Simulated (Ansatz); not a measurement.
One change: `[OH][Zr]([OH])([F])[F]` becomes `[OH][Zr]([F])([F])[Br]`.

Ansatz, PBE0-D4/def2-TZVP geometries, multiplicity 1. Each molecule was computed in one conformer, which needn't be the lowest.

Elements past krypton have def2 core potentials. Scalar relativity is left out up to krypton.

| property | `[OH][Zr]([OH])([F])[F]` |
| --- | --- |
| LUMO energy (PBE0/def2-TZVPP) / eV | -0.39 |
| size of the dipole moment (ωB97M-V/def2-TZVPP) / D | 3.38 |
| zero-point energy (PBE0-D4/def2-TZVP) / kJ/mol | 75.2 |
| ideal-gas entropy at 298 K and 1 bar (rigid rotor, harmonic PBE0-D4/def2-TZVP) / J/(mol·K) | 368 |
| HOMO–LUMO gap (B3LYP/def2-TZVPP) / eV | 8.62 |
| LUMO energy (PBE/def2-TZVPP) / eV | -1.04 |

Task: What does the change do to each property? (An estimate is asked.)

Result: Ansatz gave: 
```
                                                                                  property  `[OH][Zr]([F])([F])[Br]`  shift
                                                        LUMO energy (PBE0/def2-TZVPP) / eV                     -1.30  -0.91
                                        size of the dipole moment (ωB97M-V/def2-TZVPP) / D                      2.88  -0.50
                                            zero-point energy (PBE0-D4/def2-TZVP) / kJ/mol                      45.5  -29.7
ideal-gas entropy at 298 K and 1 bar (rigid rotor, harmonic PBE0-D4/def2-TZVP) / J/(mol·K)                       381     13
                                                     HOMO–LUMO gap (B3LYP/def2-TZVPP) / eV                      6.98  -1.64
                                                         LUMO energy (PBE/def2-TZVPP) / eV                     -2.14  -1.10
```

With PBE0 the HOMO rises by 0.81 eV and the LUMO falls by 0.91 eV, so the gap narrows by about 1.72 eV. PBE moves the HOMO by 0.40 eV and ωB97M-V by 1.07 eV. The zero-point energy changes by -29.7 kJ/mol with -3 modes. Dipoles are sizes alone; their direction can turn.

B3LYP here is the variant with VWN-RPA as its local correlation; programs differ in this.

Spin–orbit coupling is left out; it splits and shifts lone-pair levels of the heavy atoms by tenths of an eV.
